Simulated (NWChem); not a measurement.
System: C$_{3}$H$_{9}$Sb; SMILES [CH3][Sb]([CH3])[CH3]

Input file for NWChem:

```
start job
memory heap 200 mb stack 900 mb global 1100 mb
geometry units angstroms noautoz
  Sb     0.000172     0.001041     0.428711
  C     -1.596073    -0.938820    -0.750676
  H     -2.566644    -0.462137    -0.511387
  H     -1.658041    -2.015966    -0.500790
  H     -1.384334    -0.823058    -1.831596
  C      1.609830    -0.916021    -0.750342
  H      1.686638    -1.992329    -0.501011
  H      2.573628    -0.426116    -0.510450
  H      1.396868    -0.802555    -1.831262
  C     -0.012961     1.854384    -0.749570
  H     -0.918095     2.443526    -0.504261
  H     -0.009485     1.616739    -1.831330
  H      0.881777     2.458157    -0.501719
end
basis spherical
  Sb library def2-svp
  C library def2-svp
  H library def2-svp
end
ecp
  Sb library def2-ecp
end
dft
  xc m06-2x
  grid xcoarse
  iterations 150
  mulliken
end
task dft gradient
```

Output (shortened):

```
             Northwest Computational Chemistry Package (NWChem) 7.3.0
             --------------------------------------------------------

 C1  symmetry detected

                             Geometry "geometry" -> ""
                             -------------------------

 Output coordinates in angstroms (scale by  1.889725989 to convert to a.u.)

  No.       Tag          Charge          X              Y              Z
 ---- ---------------- ---------- -------------- -------------- --------------
    1 Sb                  51.0000     0.00004387     0.00146260     0.43079942
    2 C                    6.0000    -1.60818102    -0.92086785    -0.74614990
    3 H                    1.0000    -2.57259082    -0.43135110    -0.50786213
    4 H                    1.0000    -1.68376227    -1.99654747    -0.49370710
    5 H                    1.0000    -1.39516573    -0.81035675    -1.82736869
    6 C                    6.0000     1.59775334    -0.93872303    -0.74629149
    7 H                    1.0000     1.66094747    -2.01532582    -0.49442392
    8 H                    1.0000     2.56772475    -0.46051310    -0.50768640
    9 H                    1.0000     1.38607266    -0.82512224    -1.82744899
   10 C                    6.0000     0.01022265     1.85203141    -0.75186297
   11 H                    1.0000    -0.88732842     2.45318226    -0.50782998
   12 H                    1.0000     0.01051023     1.61180385    -1.83305793
   13 H                    1.0000     0.91258479     2.44499443    -0.50555932

 Effective nuclear repulsion energy (a.u.)     374.7431499590

                                 NWChem DFT Module
                                 -----------------

 Summary of "ao basis" -> "ao basis" (spherical)
 ------------------------------------------------------------------------------
       Tag                 Description            Shells   Functions and Types
 ---------------- ------------------------------  ------  ---------------------
 Sb                         def2-svp                10       26   4s4p2d
 C                          def2-svp                 6       14   3s2p1d
 H                          def2-svp                 3        5   2s1p

            General Information
            -------------------
          SCF calculation type: DFT
          Wavefunction type:  closed shell.
          No. of atoms     :    13
          No. of electrons :    50
           Alpha electrons :    25
            Beta electrons :    25
          Charge           :     0
          Spin multiplicity:     1
          Use of symmetry is: off; symmetry adaption is: off
          Maximum number of iterations: 150
          AO basis - number of functions:   113
                     number of shells:    55
          Convergence on energy requested:  1.00D-06
          Convergence on density requested:  1.00D-05
          Convergence on gradient requested:  5.00D-04

              XC Information
              --------------
                       M06-2X Method XC Functional
                     Hartree-Fock (Exact) Exchange  0.540
                        M06-2X Exchange Functional  1.000
                      M06-2X Correlation Potential  1.000

             Grid Information
             ----------------
          Grid used for XC integration:  xcoarse
          Radial quadrature: Mura-Knowles
          Angular quadrature: Lebedev.
          Tag              B.-S. Rad. Rad. Pts. Rad. Cut. Ang. Pts.
          ---              ---------- --------- --------- ---------
          Sb                  1.45       84           8.0       194
          C                   0.70       21          10.0       194
          H                   0.35       21          12.0       194
          Grid pruning is: on
          Number of quadrature shells:   336
          Spatial weights used:  Erf1

      Superposition of Atomic Density Guess
      -------------------------------------

 Sum of atomic energies:        -394.98025702

      Non-variational initial energy
      ------------------------------

 Total energy =    -358.488735
 1-e energy   =    -982.941276
 2-e energy   =     419.240348
 HOMO         =      -0.251551
 LUMO         =       0.035757

     ---------------------------------------------
      Total Density - Mulliken Population Analysis
     ---------------------------------------------

    Atom       Charge   Shell Charges
 -----------   ------   -------------------------------------------------------
    1 Sb  23    22.33   2.11 -0.08  1.17  0.57  2.96  3.05  1.42  1.00  9.80  0.33
    2 C    6     6.59   1.99  0.96  0.33  2.03  1.27  0.01
    3 H    1     0.87   0.66  0.19  0.03
    4 H    1     0.87   0.66  0.19  0.03
    5 H    1     0.88   0.66  0.20  0.03
    6 C    6     6.59   1.99  0.96  0.33  2.03  1.27  0.01
    7 H    1     0.87   0.66  0.19  0.03
    8 H    1     0.87   0.66  0.19  0.03
    9 H    1     0.88   0.66  0.20  0.03
   10 C    6     6.59   1.99  0.96  0.33  2.03  1.27  0.01
   11 H    1     0.87   0.66  0.19  0.03
   12 H    1     0.88   0.66  0.20  0.03
   13 H    1     0.87   0.66  0.19  0.03

   convergence    iter        energy       DeltaE   RMS-Dens  Diis-err
 ---------------- ----- ----------------- --------- --------- ---------
 d= 0,ls=0.0,diis     1   -359.6851426294 -5.65D+02  4.39D-03  1.82D-01
 d= 0,ls=0.0,diis     2   -359.7075316018 -2.24D-02  1.63D-03  3.30D-02
 d= 0,ls=0.0,diis     3   -359.7098927461 -2.36D-03  7.02D-04  1.32D-02
 d= 0,ls=0.0,diis     4   -359.7116580557 -1.77D-03  1.14D-04  2.36D-05
 d= 0,ls=0.0,diis     5   -359.7116634038 -5.35D-06  2.61D-05  6.69D-06
 d= 0,ls=0.0,diis     6   -359.7116643308 -9.27D-07  6.79D-06  7.94D-08

         Total DFT energy =     -359.711664330822
      One electron energy =     -987.247661610683
           Coulomb energy =      461.081927805469
    Exchange-Corr. energy =      -38.758123075549
 Nuclear repulsion energy =      205.212192549942

 Numeric. integr. density =       49.999583273008

                       DFT Final Molecular Orbital Analysis
                       ------------------------------------

 Vector   23  Occ=2.000000D+00  E=-3.379374D-01
              MO Center= -4.3D-02,  5.6D-01, -3.8D-01, r^2= 3.7D+00
   Bfn.  Coefficient  Atom+Function         Bfn.  Coefficient  Atom+Function
  ----- ------------  ---------------      ----- ------------  ---------------
    12      0.335567   1 Sb py               89     -0.333014  10 C  py
    92     -0.217280  10 C  py               15      0.175795   1 Sb py
    90      0.155191  10 C  pz               87      0.152873  10 C  s
    31     -0.141799   2 C  py               60     -0.133716   6 C  py
     9     -0.132482   1 Sb py               30     -0.124550   2 C  px

 Vector   24  Occ=2.000000D+00  E=-3.378146D-01
              MO Center=  4.3D-02, -5.6D-01, -3.8D-01, r^2= 3.7D+00
   Bfn.  Coefficient  Atom+Function         Bfn.  Coefficient  Atom+Function
  ----- ------------  ---------------      ----- ------------  ---------------
    11      0.335650   1 Sb px               59     -0.271443   6 C  px
    30     -0.263463   2 C  px               14      0.175983   1 Sb px
    62     -0.174975   6 C  px               33     -0.169404   2 C  px
    61      0.137625   6 C  pz               58      0.136124   6 C  s
     8     -0.132530   1 Sb px               32     -0.131162   2 C  pz

 Vector   25  Occ=2.000000D+00  E=-2.766206D-01
              MO Center= -5.1D-05,  1.2D-03,  4.3D-01, r^2= 3.5D+00
   Bfn.  Coefficient  Atom+Function         Bfn.  Coefficient  Atom+Function
  ----- ------------  ---------------      ----- ------------  ---------------
    13      0.435481   1 Sb pz                4      0.375165   1 Sb s
    16      0.315706   1 Sb pz                3      0.300833   1 Sb s
    10     -0.168103   1 Sb pz                1     -0.145196   1 Sb s
    32     -0.137670   2 C  pz               61     -0.137667   6 C  pz
    90     -0.137755  10 C  pz                7     -0.136297   1 Sb pz

 Vector   26  Occ=0.000000D+00  E= 4.436002D-02
              MO Center=  4.4D-03, -3.5D-02,  4.6D-01, r^2= 4.9D+00
   Bfn.  Coefficient  Atom+Function         Bfn.  Coefficient  Atom+Function
  ----- ------------  ---------------      ----- ------------  ---------------
    14      1.176779   1 Sb px               58     -0.957319   6 C  s
    29      0.889703   2 C  s                11      0.281366   1 Sb px
    81      0.253565   9 H  s                52     -0.235924   5 H  s
    62      0.192568   6 C  px               34      0.190852   2 C  py
    64     -0.189937   6 C  pz               63     -0.188128   6 C  py

 Vector   27  Occ=0.000000D+00  E= 4.452086D-02
              MO Center= -4.4D-03,  3.8D-02,  4.7D-01, r^2= 4.9D+00
   Bfn.  Coefficient  Atom+Function         Bfn.  Coefficient  Atom+Function
  ----- ------------  ---------------      ----- ------------  ---------------
    15      1.180123   1 Sb py               87     -1.070817  10 C  s
    29      0.593784   2 C  s                58      0.475960   6 C  s
    92      0.290696  10 C  py              105      0.282158  12 H  s
    12      0.279969   1 Sb py               93     -0.213270  10 C  pz
    33      0.199274   2 C  px              100      0.191268  11 H  s

 Vector   28  Occ=0.000000D+00  E= 8.930122D-02
              MO Center= -3.0D-04, -3.0D-03, -1.2D+00, r^2= 8.6D+00
   Bfn.  Coefficient  Atom+Function         Bfn.  Coefficient  Atom+Function
  ----- ------------  ---------------      ----- ------------  ---------------
    29      1.463879   2 C  s                58      1.464029   6 C  s
    87      1.464917  10 C  s                52     -0.671224   5 H  s
    81     -0.671270   9 H  s               105     -0.671691  12 H  s
    42     -0.623377   3 H  s                47     -0.623916   4 H  s
    71     -0.623885   7 H  s                76     -0.623147   8 H  s

     ---------------------------------------------
      Total Density - Mulliken Population Analysis
     ---------------------------------------------

    Atom       Charge   Shell Charges
 -----------   ------   -------------------------------------------------------
    1 Sb  23    22.47   2.11 -0.08  1.20  0.50  2.96  3.06  1.59  0.95  9.80  0.37
    2 C    6     6.40   1.99  0.86  0.36  2.05  1.14  0.01
    3 H    1     0.93   0.72  0.18  0.02
    4 H    1     0.93   0.72  0.18  0.02
    5 H    1     0.93   0.72  0.18  0.02
    6 C    6     6.40   1.99  0.86  0.36  2.05  1.14  0.01
    7 H    1     0.93   0.72  0.18  0.02
    8 H    1     0.93   0.72  0.18  0.02
    9 H    1     0.93   0.72  0.18  0.02
   10 C    6     6.40   1.99  0.86  0.36  2.05  1.14  0.01
   11 H    1     0.93   0.73  0.18  0.02
   12 H    1     0.93   0.72  0.18  0.02
   13 H    1     0.93   0.73  0.18  0.02

     -------------------------------------------
      Total Density - Lowdin Population Analysis
     -------------------------------------------

    Atom       Charge   Shell Charges
 -----------   ------   -------------------------------------------------------
    1 Sb  23    22.42   1.29  0.66  0.90  0.63  2.79  3.08  1.61  1.21  9.53  0.72
    2 C    6     6.28   1.97  0.59  0.36  1.84  1.48  0.04
    3 H    1     0.97   0.63  0.27  0.07
    4 H    1     0.97   0.63  0.27  0.07
    5 H    1     0.97   0.63  0.28  0.07
    6 C    6     6.28   1.97  0.59  0.36  1.84  1.48  0.04
    7 H    1     0.97   0.63  0.27  0.07
    8 H    1     0.97   0.63  0.27  0.07
    9 H    1     0.97   0.63  0.28  0.07
   10 C    6     6.28   1.97  0.59  0.36  1.84  1.48  0.04
   11 H    1     0.97   0.63  0.27  0.07
   12 H    1     0.97   0.63  0.28  0.07
   13 H    1     0.97   0.63  0.27  0.07

     Multipole analysis of the density
     ---------------------------------

     L   x y z        total         alpha         beta         nuclear
     -   - - -        -----         -----         ----         -------
     0   0 0 0      0.000000    -25.000000    -25.000000     50.000000

     1   1 0 0      0.000083      0.001202      0.001202     -0.002321
     1   0 1 0      0.002154      0.039772      0.039772     -0.077390
     1   0 0 1     -0.150150     11.322225     11.322225    -22.794600

     2   2 0 0    -35.251421   -116.058871   -116.058871    196.866321
     2   1 1 0     -0.000064      0.000052      0.000052     -0.000168
     2   1 0 1      0.000348      0.001734      0.001734     -0.003121
     2   0 2 0    -35.248013   -116.422421   -116.422421    197.596830
     2   0 1 1     -0.003392      0.046663      0.046663     -0.096718
     2   0 0 2    -37.121302    -64.803718    -64.803718     92.486134

            General Information
            -------------------
          SCF calculation type: DFT
          Wavefunction type:  closed shell.
          No. of atoms     :    13
          No. of electrons :    50
           Alpha electrons :    25
            Beta electrons :    25
          Charge           :     0
          Spin multiplicity:     1
          Use of symmetry is: off; symmetry adaption is: off
          Maximum number of iterations: 150
          AO basis - number of functions:   113
                     number of shells:    55
          Convergence on energy requested:  1.00D-06
          Convergence on density requested:  1.00D-05
          Convergence on gradient requested:  5.00D-04

              XC Information
              --------------
                       M06-2X Method XC Functional
                     Hartree-Fock (Exact) Exchange  0.540
                        M06-2X Exchange Functional  1.000
                      M06-2X Correlation Potential  1.000

             Grid Information
             ----------------
          Grid used for XC integration:  xcoarse
          Radial quadrature: Mura-Knowles
          Angular quadrature: Lebedev.
          Tag              B.-S. Rad. Rad. Pts. Rad. Cut. Ang. Pts.
          ---              ---------- --------- --------- ---------
          Sb                  1.45       84           8.0       194
          C                   0.70       21          10.0       194
          H                   0.35       21          12.0       194
          Grid pruning is: on
          Number of quadrature shells:   336
          Spatial weights used:  Erf1

          Convergence Information
          -----------------------
          Convergence aids based upon iterative change in
          total energy or number of iterations.
          Levelshifting, if invoked, occurs when the
          HOMO/LUMO gap drops below (HL_TOL):  1.00D-02
          DIIS, if invoked, will attempt to extrapolate
          using up to (NFOCK): 10 stored Fock matrices.

[...]

                         DFT ENERGY GRADIENTS

    atom               coordinates                        gradient
                 x          y          z           x          y          z
   1 Sb      0.000083   0.002764   0.814093    0.000019   0.000233   0.015493
   2 C      -3.039021  -1.740188  -1.410019   -0.003576  -0.002020  -0.003570
   3 H      -4.861492  -0.815135  -0.959720   -0.004243   0.002535   0.001474
   4 H      -3.181849  -3.772928  -0.932971    0.000098  -0.004954   0.001599
   5 H      -2.636481  -1.531352  -3.453226    0.001096   0.000486  -0.004674
   6 C       3.019316  -1.773929  -1.410286    0.003524  -0.002048  -0.003584
   7 H       3.138736  -3.808414  -0.934326   -0.000156  -0.004989   0.001583
   8 H       4.852296  -0.870244  -0.959388    0.004277   0.002458   0.001469
   9 H       2.619298  -1.559255  -3.453378   -0.001108   0.000528  -0.004677
  10 C       0.019318   3.499832  -1.420815    0.000035   0.004360  -0.003113
  11 H      -1.676808   4.635842  -0.959660   -0.004165   0.002230   0.001553
  12 H       0.019861   3.045868  -3.463977    0.000014  -0.000984  -0.005114
  13 H       1.724535   4.620370  -0.955369    0.004187   0.002165   0.001563
```

Level: M06-2X/def2-SVP with def2 effective core potentials on Sb. The geometry was optimised at PBE-D3(BJ)/def2-SVP. No frequency run checked for a minimum. def2 effective core potentials on Sb; no spin-orbit coupling.
